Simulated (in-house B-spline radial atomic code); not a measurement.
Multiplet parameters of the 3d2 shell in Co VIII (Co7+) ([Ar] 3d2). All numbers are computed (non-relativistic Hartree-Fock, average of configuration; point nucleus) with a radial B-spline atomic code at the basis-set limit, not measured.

Slater integrals: F^2 = 131524 cm⁻¹, F^4 = 83672 cm⁻¹. Central-field spin-orbit parameter ζ(3d) = 1014 cm⁻¹ (bare central field on non-relativistic orbitals, without two-electron terms: too large for light atoms, too small for heavy ones).

(1) What are Racah's B and C?

(2) Where do the terms lie in LS coupling, without spin-orbit interaction?

(3) Is LS coupling a fair picture here?

## Answers

(1) B = F^2/49 - 5F^4/441 = 1736 cm⁻¹, C = 35F^4/441 = 6641 cm⁻¹, C/B = 3.83.

(2) In cm⁻¹ above the Hund's-rule term:
| term | expression | energy |
| --- | --- | --- |
| 3F | 0B + 0C | 0 |
| 1D | 5B + 2C | 21959 |
| 3P | 15B + 0C | 26033 |
| 1G | 12B + 2C | 34107 |
| 1S | 22B + 7C | 84665 |

(3) Fits to spectra need these integrals scaled down, since correlation screens the repulsion. Here ζ is 0.58 times B, so LS coupling is a fair start, though levels of equal J in close terms still mix.
